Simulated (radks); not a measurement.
The molybdenum ion Mo2+ inside a hard spherical wall (all orbitals vanish at R), configuration held at [Kr] 4d4 and not refilled when levels cross. Method: scalar-relativistic Kohn-Sham, r2SCAN, spin-polarised, spherical densities, finite nucleus; open shells are filled with parallel spins first (spin-orbit coupling, left out, can overturn this in heavy ions); meta-GGA in the generalised Kohn-Sham scheme; Fermi nuclear charge, rms radius 4.4091 fm; computed with a radial shooting solver on a logarithmic mesh with Libxc functionals. Eigenvalues in eV for spin up, with the zero of energy where the potential of the charges vanishes at infinity; a dash marks a level that is unbound or too diffuse for the functional's potential to be trusted. A positive occupied level is held by the wall or, in an anion where self-interaction has pushed it up, behind a barrier. The pressure on the wall is -dE/dV.

R (bohr) = free: E (hartree) -4048.47279; kinetic (hartree) 4174.441; e(3d) -242.02; e(4s) -85.700; e(4p) -59.167; e(4d) -22.102; e(5s, empty) -17.835; e(5p, empty) -12.419; pressure (GPa) 0
R (bohr) = 20: E (hartree) -4048.47279; kinetic (hartree) 4174.441; e(3d) -242.02; e(4s) -85.700; e(4p) -59.167; e(4d) -22.102; e(5s, empty) -17.835; e(5p, empty) -12.419; pressure (GPa) < 0.0001
R (bohr) = 15: E (hartree) -4048.47279; kinetic (hartree) 4174.441; e(3d) -242.02; e(4s) -85.700; e(4p) -59.167; e(4d) -22.102; e(5s, empty) -17.835; e(5p, empty) -12.419; pressure (GPa) < 0.0001
R (bohr) = 12: E (hartree) -4048.47279; kinetic (hartree) 4174.441; e(3d) -242.02; e(4s) -85.700; e(4p) -59.167; e(4d) -22.102; e(5s, empty) -17.835; e(5p, empty) -12.419; pressure (GPa) < 0.0001
R (bohr) = 10: E (hartree) -4048.47279; kinetic (hartree) 4174.441; e(3d) -242.02; e(4s) -85.700; e(4p) -59.167; e(4d) -22.102; e(5s, empty) -17.834; e(5p, empty) -12.415; pressure (GPa) < 0.0001
R (bohr) = 7: E (hartree) -4048.47265; kinetic (hartree) 4174.443; e(3d) -242.01; e(4s) -85.690; e(4p) -59.158; e(4d) -22.094; e(5s, empty) -17.790; e(5p, empty) -12.205; pressure (GPa) 0.0144
R (bohr) = 6: E (hartree) -4048.47162; kinetic (hartree) 4174.454; e(3d) -241.95; e(4s) -85.640; e(4p) -59.110; e(4d) -22.048; e(5s, empty) -17.595; e(5p, empty) -11.667; pressure (GPa) 0.158
R (bohr) = 4: E (hartree) -4048.40604; kinetic (hartree) 4174.899; e(3d) -240.22; e(4s) -84.270; e(4p) -57.824; e(4d) -20.587; e(5s, empty) -12.700; e(5p, empty) -3.697; pressure (GPa) 19.4
R (bohr) = 3.5: E (hartree) -4048.28937; kinetic (hartree) 4175.565; e(3d) -238.27; e(4s) -82.823; e(4p) -56.445; e(4d) -18.800; e(5s, empty) -6.995; e(5p, empty) 4.099; pressure (GPa) 72.0
R (bohr) = 2: E (hartree) -4042.16362; kinetic (hartree) 4202.832; e(3d) -200.18; e(4s) -55.011; e(4p) -25.860; e(4d) 21.828; e(5s, empty) 113.15; e(5p, empty) 139.16; pressure (GPa) 10100
R (bohr) = 1.5: E (hartree) -4021.39029; kinetic (hartree) 4274.028; e(3d) -142.10; e(4s) 8.336; e(4p) 45.212; e(4d) 105.58; e(5s, empty) 343.46; e(5p, empty) 376.36; pressure (GPa) 87400
